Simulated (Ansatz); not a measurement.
Consider the ligand exchange at a B–N bond: `BNC[TeH]` + `F[SiH2][SeH]` → `B[Se][SiH2]F` + `NC[TeH]`.

Program: Ansatz. Geometries: PBE0-D4/def2-TZVP. ΔE: electronic, gas phase. CCSD(T)/CBS is the MP2 limit (def2-TZVPP, def2-QZVPP) plus CCSD(T) − MP2 in def2-TZVPP, frozen cores. Elements past krypton have def2 core potentials. For Se, Te outer-core shells are correlated without core-valence functions, which leaves a few kJ/mol of doubt a bond. Scalar relativity is left out up to krypton. One conformer a species, not always the lowest.

`BNC[TeH]`:

Z-matrix (Å, degrees):
```
C
N 1 1.428
Te 1 2.173 2 114.4
H 1 1.092 2 112.5 3 117.8
H 1 1.087 2 109.7 3 -120.8
B 2 1.388 1 126.0 3 115.3
H 2 1.009 1 114.0 3 -61.9
H 3 1.657 1 92.5 2 -64.4
H 6 1.198 2 118.7 1 0.6
H 6 1.195 2 118.7 1 -179.6
```

`F[SiH2][SeH]`:

Z-matrix (Å, degrees):
```
Si
Se 1 2.258
F 1 1.598 2 112.3
H 1 1.479 2 110.7 3 -119.2
H 1 1.479 2 106.0 3 117.8
H 2 1.469 1 92.7 3 77.5
```

`B[Se][SiH2]F`:

```xyz
8

B     1.157   -1.152   -0.743
Se   -0.508   -0.411   -1.330
Si   -0.936    0.839    0.523
F    -0.227    2.264    0.401
H     1.712   -1.878   -1.506
H     1.594   -0.893    0.334
H    -0.395    0.161    1.720
H    -2.396    1.070    0.602
```

`NC[TeH]`:

```xyz
8

N    -0.695    0.577   -0.925
C    -0.259   -0.232    0.181
Te    1.783   -0.846   -0.209
H    -0.241    1.481   -0.927
H    -1.698    0.715   -0.909
H    -0.864   -1.135    0.232
H    -0.249    0.246    1.166
H     2.222   -0.806    1.391
```

```
       species  MP2/CBS(def2) energy (Eh)
    `BNC[TeH]`                 -388.85906
`F[SiH2][SeH]`                -2791.42003
`B[Se][SiH2]F`                -2816.81090
     `NC[TeH]`                 -363.44081
```

Work out ΔE.

ΔE = (-2816.81090) + (-363.44081) − (-388.85906) − (-2791.42003) = 0.02738 Eh = +71.9 kJ/mol. CCSD(T)/CBS gives +73.4 kJ/mol.

Largest T1 diagnostic among the species: 0.013.
